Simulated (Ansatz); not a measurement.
C₂H₆Mg, charge +1, doublet, at a GFN2-xTB geometry (such geometries of metal compounds can be far from the true shape) (a state made from the parent by changing its charge; the spin is typed, not shown lowest); WB97X/STO-3G run with Ansatz (an electronic-structure program).

Ansatz was given this input:
Ansatz 0.2 input:
```yaml
crystal:
  periodic: [false, false, false]
  atoms:
    - {symbol: Mg, position_ang: [0.00705786, 0.00720968, 0.01006608]}
    - {symbol: C, position_ang: [1.67870313, 0.25978596, -1.37486811]}
    - {symbol: H, position_ang: [2.34125803, -0.58841968, -1.20359416]}
    - {symbol: H, position_ang: [2.14078231, 1.21313577, -1.11917040]}
    - {symbol: H, position_ang: [1.24221112, 0.25803314, -2.37349956]}
    - {symbol: C, position_ang: [-1.68693880, -0.26819879, 1.36312221]}
    - {symbol: H, position_ang: [-2.16400157, -1.19965198, 1.05882108]}
    - {symbol: H, position_ang: [-2.32968862, 0.60023795, 1.22009471]}
    - {symbol: H, position_ang: [-1.26584153, -0.31937437, 2.36703082]}
basis:
  gaussian:
    orbitals: STO-3G
hamiltonian:
  xc: {name: wB97X}
total_charge: 1
magnetization: {spin_polarized: true, initial_magnetization: 1}
```

### Question
What does Ansatz print? Leave out banner, timings and long lists.

### Answer

```
Functional definition: wB97X
296 factors; integrals over basis functions are off by at most 2.2e-4 eV
137 factors; integrals over basis functions are off by at most 5.9e-6 eV
mean field evaluation 1: about -7514.2948 eV, gradient 1.3e1 eV
mean field evaluation 2: about -7515.2001 eV, gradient 6.0e0 eV
mean field evaluation 4: about -7515.4245 eV, gradient 4.1e-1 eV
mean field evaluation 8: about -7515.4230 eV, gradient 2.1e-2 eV
mean field evaluation 16: about -7515.4230 eV, gradient 3.0e-5 eV
mean field -7515.42301986 eV, -276.1867018433 hartree, gradient 3.0e-5 eV, S^2 0.807107; 0 other end points of the search recorded, 0 dependent functions left out
reference -7515.42299964 eV, -276.1867011002 hartree; 15, 14 occupied and 10, 11 virtual orbitals, 296 factors
Total energy: -7515.42299964 eV, -276.1867011002 hartree
```
